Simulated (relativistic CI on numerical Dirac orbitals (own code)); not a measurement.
**Ligand-field terms of d4**

Computed with a parametric ligand-field model of a d^n configuration (Racah B and C, spin-orbit zeta, crystal field), exact diagonalisation.

Field parameters in Wybourne normalisation: Oh B⁴₀ = 21Dq, B⁴₄ = √(5/14) B⁴₀; Td as Oh with Dq negative (B⁴₀ = 21Dq, B⁴₄ = √(5/14) B⁴₀). The field is a parameter set, without covalency.

Lowest levels for B = 690, C = 2880, ζ = 800 cm⁻¹, Oh, 10Dq = 36250 cm⁻¹?

A1 0 (S 1.00), T1 499 (S 1.00), T2 1260 (S 1.00), E 1264 (S 1.00), T2 9643 (S 0.02), E 10505 (S 0.01), A2 19328 (S 2.00), T2 19337 (S 2.00), E 19346 (S 2.00) cm⁻¹, with S from ⟨S²⟩ = S(S + 1). The ground level has 0.02 electrons in the cubic e pair.

Lowest levels for B = 870, C = 4070, ζ = 500 cm⁻¹, Oh, 10Dq = 18650 cm⁻¹?

A1 0 (S 1.98), T1 37 (S 1.99), E 73 (S 1.99), T2 99 (S 2.00), A2 126 (S 2.00), A1 4905 (S 1.03), T1 5133 (S 1.02), T2 5498 (S 1.00), E 5529 (S 1.01) cm⁻¹, with S from ⟨S²⟩ = S(S + 1). The ground level has 0.98 electrons in the cubic e pair.

Lowest levels for B = 620, C = 2580, ζ = 640 cm⁻¹, Td, 10Dq = -6000 cm⁻¹?

A1 0 (S 1.98), T1 104 (S 1.99), T2 196 (S 1.99), E 621 (S 1.99), T1 674 (S 2.00), T2 990 (S 2.00), A2 6523 (S 1.99), T2 6533 (S 1.99), E 6541 (S 1.99) cm⁻¹, with S from ⟨S²⟩ = S(S + 1). The ground level has 2.00 electrons in the cubic e pair.

Lowest levels for B = 960, C = 3610, ζ = 760 cm⁻¹, Oh, 10Dq = 3050 cm⁻¹?

A1 0 (S 1.99), T1 116 (S 2.00), E 235 (S 2.00), T2 311 (S 2.00), A2 393 (S 2.00), T2 3076 (S 2.00), T1 3162 (S 2.00), A1 3287 (S 2.00), T1 3675 (S 2.00) cm⁻¹, with S from ⟨S²⟩ = S(S + 1). The ground level has 1.09 electrons in the cubic e pair.

Lowest levels for B = 530, C = 2390, ζ = 260 cm⁻¹, Oh, 10Dq = 7150 cm⁻¹?

A1 0 (S 2.00), T1 10 (S 2.00), E 20 (S 2.00), T2 28 (S 2.00), A2 37 (S 2.00), A1 6467 (S 1.00), T1 6584 (S 1.00), T2 6760 (S 1.00), E 6770 (S 1.00) cm⁻¹, with S from ⟨S²⟩ = S(S + 1). The ground level has 1.00 electrons in the cubic e pair.
